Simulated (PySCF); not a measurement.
# From computed data to an observable: dipole moment from atomic charges

H2Si2, SMILES [SiH2]=[Si] (connectivity only; charge and spin as stated), neutral, multiplicity 1. Atoms are numbered in the order given.

```xyz
4

Si     0.0000     0.0000     0.9708
Si     0.0000     0.0000    -1.2279
H      0.0000     1.2304     1.8000
H      0.0000    -1.2304     1.8000
```
Charge 0, spin multiplicity 1.

The structure is a stationary point at TPSSh-D3(BJ)/def2-TZVP. The isomer is the one that the SMILES or the coordinates give; other isomers of the formula were not compared.

Charges (e) from PySCF with ωB97X/def2-TZVPD:

```json
[
 {"atom": "Si1", "ESP fit": "-0.206", "IAO": "0.112"},
 {"atom": "Si2", "ESP fit": "0.038", "IAO": "0.054"},
 {"atom": "H3", "ESP fit": "0.084", "IAO": "-0.083"},
 {"atom": "H4", "ESP fit": "0.084", "IAO": "-0.083"}
]
```

The dipole moment of the full density is 0.36 D.

Q: What dipole moment does each set of point charges give, and which comes closer to that of the density?

A: 
μ = Σ q r, and 1 e Å = 4.8032 D.
ESP fit: Σ q r = (0.000, 0.000, 0.056) e Å, |μ| = 0.27 D.
IAO: Σ q r = (0.000, 0.000, -0.256) e Å, |μ| = 1.23 D.
ESP fit comes closer in size. Point charges leave out the atoms' own dipoles (lone pairs, polarised bonds); fits to the potential absorb them, partitions of the density don't.
